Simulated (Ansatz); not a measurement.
## A geometry optimisation of C2H8Ge2Si with B3LYP/def2-SVP

The starting geometry of this gas-phase singlet was optimised with GFN2-xTB; its bonds are those of `C#C[SiH]([GeH3])[GeH3]`.

| atom | x (Å) | y (Å) | z (Å) |
| --- | --- | --- | --- |
| C | -2.9110 | -1.8790 | -0.5009 |
| C | -1.8753 | -1.4931 | -0.0254 |
| Ge | 0.5525 | 0.7892 | -0.7612 |
| Ge | -0.7476 | -0.0100 | 2.8411 |
| Si | -0.2987 | -0.8431 | 0.6941 |
| H | -3.8154 | -2.2276 | -0.9120 |
| H | 0.6249 | -1.9852 | 0.7753 |
| H | 1.8616 | 1.3886 | -0.3343 |
| H | -0.3238 | 1.9867 | -0.9773 |
| H | 0.8285 | 0.2961 | -2.1501 |
| H | -1.7313 | 1.1202 | 2.9110 |
| H | -1.3004 | -1.0248 | 3.7962 |
| H | 0.4531 | 0.5312 | 3.5633 |

Where would you expect an optimisation with B3LYP/def2-SVP to take it?

It keeps its bonds, and is `C#C[SiH]([GeH3])[GeH3]`.

The energy falls by 0.28 eV over 8 steps:

```json
{"step": "1", "E − E(last) (eV)": "0.281"}
{"step": "2", "E − E(last) (eV)": "0.019"}
{"step": "3", "E − E(last) (eV)": "0.002"}
{"step": "4", "E − E(last) (eV)": "0.000"}
{"step": "5", "E − E(last) (eV)": "0.000"}
{"step": "6", "E − E(last) (eV)": "0.000"}
{"step": "7", "E − E(last) (eV)": "0.000"}
{"step": "8", "E − E(last) (eV)": "0.000"}
```

Final geometry (Å):

```yaml
atoms:
  - { symbol: C, position_ang: [-2.9326, -1.8901, -0.4981] }
  - { symbol: C, position_ang: [-1.8780, -1.4987, -0.0292] }
  - { symbol: Ge, position_ang: [0.5792, 0.8318, -0.7862] }
  - { symbol: Ge, position_ang: [-0.7505, 0.0125, 2.8835] }
  - { symbol: Si, position_ang: [-0.3106, -0.8517, 0.6828] }
  - { symbol: H, position_ang: [-3.8607, -2.2410, -0.9118] }
  - { symbol: H, position_ang: [0.6669, -1.9765, 0.7856] }
  - { symbol: H, position_ang: [1.9127, 1.3758, -0.2268] }
  - { symbol: H, position_ang: [-0.4104, 2.0090, -0.9146] }
  - { symbol: H, position_ang: [0.8384, 0.2491, -2.1916] }
  - { symbol: H, position_ang: [-1.7657, 1.1726, 2.8107] }
  - { symbol: H, position_ang: [-1.3252, -1.0896, 3.7985] }
  - { symbol: H, position_ang: [0.5537, 0.5459, 3.5171] }
```

No frequencies were run, so the end isn't proven a minimum. Run with Ansatz 0.2.0, 94 s on 2 threads of AMD EPYC (Zen 3), with other jobs on the host.
